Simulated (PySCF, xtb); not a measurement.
hexafluorocyclobutene (C₄F₆), SMILES FC1=C(F)C(F)(F)C1(F)F.

GFN2-xTB in xtb at its own geometry gives an orbital gap of 4.78 eV and a dipole moment of 1.32 D.

Geometry optimised at B3LYP-D3(BJ)/def2-SVP.

**Question.** What does PBE/def2-SVP (PySCF) give? (The exact figures need the calculation; the answer reports its results.)

**Answer.** gap 5.60 eV (levels -7.35 and -1.75 eV), dipole 1.31 D.
